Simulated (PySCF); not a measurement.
Computed data sheet: fluorodihydroxyborane, `OB(O)F`

Species: fluorodihydroxyborane, BFH2O2.
Structure used (PBE0-D3(BJ)/def2-TZVP), in Å, numbered top down from 1:
```
atom  x, y, z in Å
O1     0.994    0.166   -0.948
B2    -0.002    0.308   -0.046
O3    -0.538   -0.765    0.597
F4    -0.449    1.539    0.202
H5     1.254   -0.750   -1.067
H6    -1.236   -0.526    1.211
```

Among its groups: three-coordinate boron.

PBE0-D3(BJ)/def2-TZVP geometry optimisation, gas phase (PySCF):

* Point group: Cs
* Rotational constants A, B, C: 10.237, 9.966, 5.050 GHz

B97-2/pcSseg-2 ground state and GIAO shieldings, non-relativistic (PySCF):

* Dipole moment: 1.90 D
* HOMO energy: -9.48 eV
* LUMO energy: 0.26 eV
* HOMO–LUMO gap: 9.74 eV
* 1H chemical shifts (computed TMS as zero) by class: 3.21 (H5/H6) ppm
* Isotropic shieldings of nuclei other than C and H, by class: 84 (B2), 253 (O1/O3), 320 (F4) ppm

Monoisotopic mass (most abundant isotopes): 64.0132 u.

With B = h/(8π²I), that is 505.379 GHz u Å² over I, the principal moments of inertia are 49.4, 50.7 and 100.1 u Å² (most abundant isotopes); the inertial defect Ic − Ia − Ib is 0.0 u Å² (zero for a rigid planar frame, negative otherwise). The rotational constants make it an asymmetric top with κ = (2B − A − C)/(A − C) = 0.90, nearer the oblate limit (+1). The dipole matches unit charges of opposite sign 0.40 Å apart (1 e·Å = 4.8032 D). A dipole of 1.90 D is allowed in Cs, and pure rotational transitions are dipole-allowed.

Isolated species at its PBE0-D3(BJ)/def2-TZVP geometry (one conformer only). NMR classes are plain means over equivalent atoms (diastereotopic ones count apart unless rotation or inversion swaps them), as if these changed places fast; in this geometry the members of some classes differ.

For the geometry optimisation (PBE0-D3(BJ)/def2-TZVP), time: 44 s of wall time; peak memory 0.55 GiB. Hardware: one thread of an Arm Neoverse N1, no GPU (shared host).
